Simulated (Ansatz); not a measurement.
`COBC=O` + H–F → `O=CBF` + CH₃OH at 700 K and 1 bar (ligand exchange at a B–O bond).

Gas-phase electronic energies from Ansatz, PBE0-D4/def2-TZVP geometries. CCSD(T)/CBS adds triple-zeta CCSD(T) − MP2 to the extrapolated MP2 energy (def2 sets, frozen cores). This one scheme is used for every species. One conformer a species, not always the lowest.

```json
{"species": "`COBC=O`", "CCSD(T)/CBS energy (Eh)": "-254.25700", "H − E (kJ/mol)": "262.7", "S (J/(mol·K))": "428.2"}
{"species": "H–F", "CCSD(T)/CBS energy (Eh)": "-100.39570", "H − E (kJ/mol)": "45.2", "S (J/(mol·K))": "198.5"}
{"species": "`O=CBF`", "CCSD(T)/CBS energy (Eh)": "-239.02821", "H − E (kJ/mol)": "134.7", "S (J/(mol·K))": "359.9"}
{"species": "CH₃OH", "CCSD(T)/CBS energy (Eh)": "-115.61712", "H − E (kJ/mol)": "170.8", "S (J/(mol·K))": "288.5"}
```

H − E and S are ideal-gas, rigid-rotor, harmonic terms from PBE0-D4/def2-TZVP, for one conformer and one mirror image of each species. 1 Eh = 2625.50 kJ/mol, R = 8.31446 J/(mol·K).

**Question.** By hand: ΔE, ΔH, ΔS and ΔG.

**Answer.** ΔE = (-239.02821) + (-115.61712) − (-254.25700) − (-100.39570) = 0.00737 Eh = 19.3 kJ/mol. Δ(H − E) = 134.7 + 170.8 − 262.7 − 45.2 = -2.4, so ΔH = 16.9 kJ/mol. ΔS = 359.9 + 288.5 − 428.2 − 198.5 = 21.7 J/(mol·K). ΔG = 16.9 − 700 × (21.7)/1000 = 1.7 kJ/mol.

**Question.** By hand: the equilibrium constant, and the temperature at which ΔG would vanish if ΔH and ΔS stayed fixed.

**Answer.** log₁₀ K = −ΔG/(RT ln 10) = -0.1. ΔG = 0 at ΔH/ΔS = 779 K.

TΔS isn't small against ΔH here. The sign of ΔG lies within the doubt. A doubt of 5 kJ/mol in ΔE shifts log₁₀ K by 0.4 here. Other conformers and mirror images would add mixing entropy, several J/(mol·K) or more a flexible species. Modes under 60 cm⁻¹, often nearly free rotors, make the harmonic entropy too high. These are equilibria of isolated gas molecules and say nothing of rates. Largest T1 diagnostic: 0.015 (customary marks: 0.02 for closed shells, 0.045 for open ones).
